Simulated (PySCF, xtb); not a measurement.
Mg(NH2)(SH) (H₃MgNS), SMILES [SH][Mg][NH2]. The values are those of a single conformer.

Harmonic wavenumbers (cm⁻¹) from xtb with GFN2-xTB at its own minimum, in rising order: 51, 65, 82, 317, 456, 459, 505, 560, 1513, 2409, 3347, 3395.

Question: What does B3LYP-D3(BJ)/def2-TZVP in PySCF give at its own minimum? (The exact figures need the calculation; the answer reports its results.)

Answer: 115, 117, 136, 302, 367, 536, 538, 739, 1560, 2658, 3543, 3619. Paired by order, the mean absolute difference is 107 cm⁻¹ and the zero-point energies are 18.8 and 20.3 kcal/mol.
